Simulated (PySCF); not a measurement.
GeH7NSSi, SMILES N[SiH2][S][GeH3]. The structure is a stationary point at PBE-D3(BJ)/def2-SVP. This is a generated structure with no PubChem entry under its InChIKey; it may be hypothetical. One conformer was computed; it need not be the lowest.

Problem. Give the equilibrium geometry at PBE-D3(BJ)/def2-SVP (PySCF confirms it by a frequency run) as a Z-matrix. (The exact figures need the calculation; the answer reports its results.)

Solution. Several could match; the one computed here: 
```
Si
N 1 1.7391
H 2 1.0226 1 118.68
H 2 1.0231 3 110.77 1 -145.36
H 1 1.5003 2 110.56 3 155.62
H 1 1.5020 5 111.75 2 116.60
S 1 2.1795 5 103.23 6 118.81
Ge 7 2.2466 1 96.31 5 167.95
H 8 1.5482 7 106.40 1 159.66
H 8 1.5518 9 109.95 7 -120.24
H 8 1.5541 9 110.39 10 -120.67
```
Charge 0, spin multiplicity 1.
